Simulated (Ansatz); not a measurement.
Molecule: H₆Te (charge 0, singlet). SMILES: [TeH6]
Geometry from a B3LYP-D3(BJ)/def2-TZVP (Ansatz, a first-principles code) optimisation:
```xyz
7

Te     0.0000     0.0000     0.0000
H      1.7384     0.0136     0.0182
H     -1.7384    -0.0136    -0.0182
H     -0.0135     1.7385    -0.0051
H      0.0135    -1.7385     0.0051
H     -0.0182     0.0050     1.7384
H      0.0182    -0.0050    -1.7384
```
Charge 0, spin multiplicity 1.

Problem. Give the harmonic wavenumbers at B3LYP-D3(BJ)/def2-TZVP (Ansatz, finite differences of forces, unscaled).

Solution. 856, 856, 856, 933, 933, 933, 1028, 1028, 1028, 1743, 1743, 1743, 1758, 1758, 1920 cm⁻¹. Zero-point energy 27.3 kcal/mol.

Problem. From these and the geometry, give the ideal-gas thermochemistry at 298.15 K and 1 atm (rigid rotor, harmonic oscillator).

Solution. Point group Oh, rotational symmetry number 24. Rotational constants 41.47, 41.47, 41.47 GHz. S(trans) 40.58, S(rot) 12.73, S(vib) 1.14, S(elec, spin only) 0.00, S 54.5 cal/(mol K). H(298) - H(0) 2.65 kcal/mol; G - E(el) 13.7 kcal/mol.
